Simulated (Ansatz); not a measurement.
Consider the redistribution: `F[Si]Br` + `[F][GeH2][F]` → `F[Si]F` + `[F][GeH2][Br]`.

Program: Ansatz. Geometries: PBE0-D4/def2-TZVP. ΔE: electronic, gas phase. CBS: MP2 limit from def2 TZ/QZ plus the TZ coupled-cluster correction, frozen cores. This one scheme is used for every species. Functionals use def2-TZVPP. HSE06 is defined as in plane-wave codes. For Br, Ge outer-core shells are correlated without core-valence functions, which leaves a few kJ/mol of doubt a bond. Scalar relativity is left out up to krypton.

**Question.** Is it downhill or uphill in electronic energy at CCSD(T)/CBS, and by how much? (Estimate.)

**Answer.** Ansatz gave: Downhill: ΔE = -16.5 kcal/mol.

**Question.** What do these levels give: PBE0-D4, HSE06-D4, r2SCAN, r2SCAN0, LC-ωPBE, CCSD(T)/def2-SVP? (An estimate is asked.)

**Answer.** Computed: PBE0-D4 -15.3, HSE06-D4 -15.3, r2SCAN -14.9, r2SCAN0 -15.8, LC-ωPBE -16.5, CCSD(T)/def2-SVP -12.9 kcal/mol.

Largest T1 diagnostic among the species: 0.015.

Leaving LDA and LC-ωPBE aside and taking each functional with its dispersion term where it has one, the values, not all of them listed here, spread over 3.0 kcal/mol, from BHLYP-D4 to revPBE-D4. LDA lies −1.2 kcal/mol from PBE without D4. From BLYP to BHLYP (50 % exact exchange), in def2-TZVPP and without D4, ΔE moves by −2.0 kcal/mol. At CCSD(T), def2-SVP lies +3.6 kcal/mol from the extrapolated value and def2-TZVPP +0.1 kcal/mol.
